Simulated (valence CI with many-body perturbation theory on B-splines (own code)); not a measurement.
# Cs³⁴⁺: M1 decay

Level of theory: valence CI with perturbative core correlation (CI+MBPT): three valence electrons over a frozen Dirac-Fock core [Ar], radial functions for each j: 9 s, 9 p, 10 d, 8 f, 5 g, 3 h, 1 i, with the one-electron correlation potential Σ1, the two-electron term Σ2, the three-electron term Σ3, Breit, model QED; selected CI, second order for the rest (own B-spline code, finite nucleus).

The last digits are not significant, and no measured levels were compared; by estimate large intervals hold to a few tenths of a per cent, small ones and those within an open d or f shell to about a per cent. Only levels of the ground parity were solved; by the run's estimate the other parity begins above the list, which can be wrong where configurations are misplaced.

Lines 1 to 50 of 67 in falling wavelength, among levels below 586690 cm⁻¹, chosen from the decays that carry over 1 % of a level's rate. Wavelengths and rates use the calculated energies. Weak lines are less certain than strong ones. Lines between different terms over intervals too small for the method are left out, as are lines whose strength nearly cancels. The highest levels of a list are the least certain.

Levels are named by their leading jj configuration (3d3/2^4 stands for four electrons in 3d with j = 3/2), which in mixed levels can hold well under half, so a name can repeat and another be missing. Letters in brackets count levels of one name in rising energy.

```tsv
λ vac (Å)	Upper	Lower	Type	A (s⁻¹)	Branch %
7851	(3d3/2^2 3d5/2) J=9/2	(3d3/2^2 3d5/2) J=7/2	M1	2.30e+01	100.0
4216	(3d3/2^2 3d5/2) J=1/2	(3d3/2^2 3d5/2) J=3/2	M1	3.21e+02	3.0
2281	(3d3/2^2 3d5/2) J=3/2	(3d3/2^2 3d5/2) J=5/2 [a]	M1	7.58e+02	2.5
2195	(3d3/2^2 3d5/2) J=7/2	(3d3/2^2 3d5/2) J=5/2 [a]	M1	2.21e+03	100.0
2150	(3d3/2 3d5/2^2) J=5/2 [a]	(3d3/2 3d5/2^2) J=3/2 [a]	M1	4.87e+02	1.1
1784	(3d3/2 3d5/2^2) J=11/2	(3d3/2 3d5/2^2) J=9/2	M1	1.03e+03	5.2
1539	(3d3/2 3d5/2^2) J=5/2 [b]	(3d3/2 3d5/2^2) J=3/2 [a]	M1	1.04e+03	2.7
1099	(3d3/2 3d5/2^2) J=5/2 [a]	(3d3/2 3d5/2^2) J=7/2 [a]	M1	1.69e+03	3.8
1087	(3d5/2^3) J=9/2	(3d3/2 3d5/2^2) J=11/2	M1	2.41e+03	2.4
1037	(3d3/2 3d5/2^2) J=3/2 [b]	(3d5/2^3) J=3/2	M1	2.23e+03	2.1
1002	(3d3/2^2 3d5/2) J=5/2 [a]	(3d3/2^3) J=3/2	M1	3.03e+04	100.0
916.1	(3d3/2^2 3d5/2) J=5/2 [b]	(3d3/2^2 3d5/2) J=7/2	M1	1.25e+03	7.4
901.9	(3d3/2^2 3d5/2) J=5/2 [b]	(3d3/2^2 3d5/2) J=3/2	M1	1.05e+04	62.4
901.0	(3d3/2 3d5/2^2) J=7/2 [a]	(3d3/2^2 3d5/2) J=7/2	M1	1.44e+04	19.6
898.7	(3d3/2 3d5/2^2) J=5/2 [b]	(3d3/2^2 3d5/2) J=5/2 [b]	M1	1.67e+04	42.9
879.1	(3d3/2 3d5/2^2) J=9/2	(3d3/2^2 3d5/2) J=9/2	M1	2.49e+04	58.7
824.8	(3d5/2^3) J=3/2	(3d3/2 3d5/2^2) J=1/2	M1	1.25e+04	13.0
791.5	(3d3/2 3d5/2^2) J=7/2 [b]	(3d3/2 3d5/2^2) J=7/2 [a]	M1	3.72e+03	11.8
790.6	(3d3/2 3d5/2^2) J=9/2	(3d3/2^2 3d5/2) J=7/2	M1	1.74e+04	41.2
780.9	(3d5/2^3) J=5/2	(3d5/2^3) J=3/2	M1	3.35e+03	1.8
780.3	(3d3/2 3d5/2^2) J=7/2 [b]	(3d3/2^2 3d5/2) J=5/2 [b]	M1	1.42e+03	4.5
749.4	(3d3/2 3d5/2^2) J=3/2 [a]	(3d3/2^2 3d5/2) J=1/2	M1	1.06e+04	9.3
739.1	(3d5/2^3) J=3/2	(3d3/2 3d5/2^2) J=3/2 [a]	M1	2.14e+04	22.2
696.3	(3d3/2^2 3d5/2) J=3/2	(3d3/2^3) J=3/2	M1	3.01e+04	97.5
677.9	(3d3/2 3d5/2^2) J=1/2	(3d3/2^2 3d5/2) J=1/2	M1	5.98e+04	94.5
675.7	(3d5/2^3) J=9/2	(3d3/2 3d5/2^2) J=9/2	M1	4.23e+04	41.8
646.3	(3d3/2^2 3d5/2) J=5/2 [b]	(3d3/2^2 3d5/2) J=5/2 [a]	M1	2.16e+03	12.8
638.8	(3d3/2 3d5/2^2) J=7/2 [a]	(3d3/2^2 3d5/2) J=5/2 [a]	M1	5.89e+04	80.3
636.3	(3d3/2 3d5/2^2) J=3/2 [a]	(3d3/2^2 3d5/2) J=3/2	M1	6.21e+04	54.7
611.6	(3d5/2^3) J=9/2	(3d3/2 3d5/2^2) J=7/2 [a]	M1	5.39e+04	53.2
599.6	(3d3/2 3d5/2^2) J=3/2 [b]	(3d3/2 3d5/2^2) J=5/2 [b]	M1	2.11e+03	2.0
597.6	(3d3/2^2 3d5/2) J=1/2	(3d3/2^3) J=3/2	M1	1.03e+04	96.9
588.9	(3d3/2 3d5/2^2) J=11/2	(3d3/2^2 3d5/2) J=9/2	M1	1.87e+04	94.8
584.0	(3d3/2 3d5/2^2) J=1/2	(3d3/2^2 3d5/2) J=3/2	M1	2.38e+03	3.8
551.0	(3d5/2^3) J=5/2	(3d3/2 3d5/2^2) J=7/2 [b]	M1	1.95e+04	10.7
550.7	(3d5/2^3) J=3/2	(3d3/2^2 3d5/2) J=5/2 [b]	M1	3.67e+04	38.0
539.8	(3d3/2 3d5/2^2) J=3/2 [b]	(3d3/2 3d5/2^2) J=5/2 [a]	M1	4.68e+04	44.3
504.1	(3d5/2^3) J=5/2	(3d3/2 3d5/2^2) J=5/2 [b]	M1	5.59e+04	30.6
497.5	(3d3/2 3d5/2^2) J=3/2 [a]	(3d3/2^2 3d5/2) J=5/2 [a]	M1	3.61e+04	31.8
495.2	(3d3/2 3d5/2^2) J=5/2 [a]	(3d3/2^2 3d5/2) J=7/2	M1	1.54e+04	34.6
491.0	(3d3/2 3d5/2^2) J=5/2 [a]	(3d3/2^2 3d5/2) J=3/2	M1	1.87e+04	42.2
461.2	(3d5/2^3) J=5/2	(3d3/2 3d5/2^2) J=5/2 [a]	M1	5.09e+03	2.8
459.3	(3d3/2 3d5/2^2) J=3/2 [b]	(3d3/2 3d5/2^2) J=1/2	M1	1.38e+04	13.1
453.6	(3d3/2 3d5/2^2) J=5/2 [b]	(3d3/2^2 3d5/2) J=7/2	M1	1.14e+04	29.3
450.1	(3d3/2 3d5/2^2) J=5/2 [b]	(3d3/2^2 3d5/2) J=3/2	M1	6.12e+03	15.7
445.3	(3d3/2 3d5/2^2) J=7/2 [b]	(3d3/2^2 3d5/2) J=9/2	M1	1.36e+04	42.9
431.5	(3d3/2 3d5/2^2) J=3/2 [b]	(3d3/2 3d5/2^2) J=3/2 [a]	M1	2.49e+04	23.5
421.4	(3d3/2 3d5/2^2) J=7/2 [b]	(3d3/2^2 3d5/2) J=7/2	M1	8.43e+03	26.7
404.0	(3d3/2 3d5/2^2) J=5/2 [a]	(3d3/2^2 3d5/2) J=5/2 [a]	M1	6.01e+03	13.6
392.9	(3d3/2^2 3d5/2) J=5/2 [b]	(3d3/2^3) J=3/2	M1	2.94e+03	17.4
```
